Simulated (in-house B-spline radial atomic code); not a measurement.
Ionisation energies along the 44-electron series, configuration 1s2 2s2 2p6 3s2 3p6 3d10 4s2 4p6 4d3/2(4) 4d5/2(4), as differences of self-consistent energies. Dirac energy differences include first-order Breit, QED and recoil terms. NIST's values go from ground level to ground level; the uncertainty of those that are theory runs from under 0.1 % in few-electron ions to several per cent in heavy many-electron ones. Computed with a radial B-spline atomic code at the basis-set limit: Dirac-Hartree-Fock, jj configuration that fills j = l - 1/2 first, finite nuclei.

A number in brackets counts the electrons of a j subshell.

```tsv
ion	configuration after	ionisation energy (eV)	IE/(q+1)² (eV)	-ε less Coulomb ΔSCF (eV)	Breit and QED recoil part (eV)	tabulated value (eV)	computed minus tabulated (eV)
Pm17+	[Kr] 4d3/2(4) 4d5/2(3)	498.7	1.5392	1.4083	-0.073798	497	1.7
Sm18+	[Kr] 4d3/2(4) 4d5/2(3)	544.3	1.5078	1.4099	-0.090901	543	1.3
Eu19+	[Kr] 4d3/2(4) 4d5/2(3)	591.7	1.4793	1.4118	-0.10964	590	1.7
Gd20+	[Kr] 4d3/2(4) 4d5/2(3)	640.8	1.4532	1.4138	-0.13005	639	1.8
Tb21+	[Kr] 4d3/2(4) 4d5/2(3)	?	?	?	?	?	?
Dy22+	[Kr] 4d3/2(4) 4d5/2(3)	?	?	?	?	?	?
Ho23+	[Kr] 4d3/2(4) 4d5/2(3)	798.7	1.3866	1.4206	-0.20193	797	1.7
```

Q: Fill in the row of Tb21+.

A: ionisation energy (eV): 691.7; IE/(q+1)² (eV): 1.4292; -ε less Coulomb ΔSCF (eV): 1.416; Breit and QED recoil part (eV): -0.15221; tabulated value (eV): 690; computed minus tabulated (eV): 1.7.

Q: Fill in the row of Dy22+.

A: ionisation energy (eV): 744.3; IE/(q+1)² (eV): 1.4071; -ε less Coulomb ΔSCF (eV): 1.4182; Breit and QED recoil part (eV): -0.17615; tabulated value (eV): 743; computed minus tabulated (eV): 1.3.
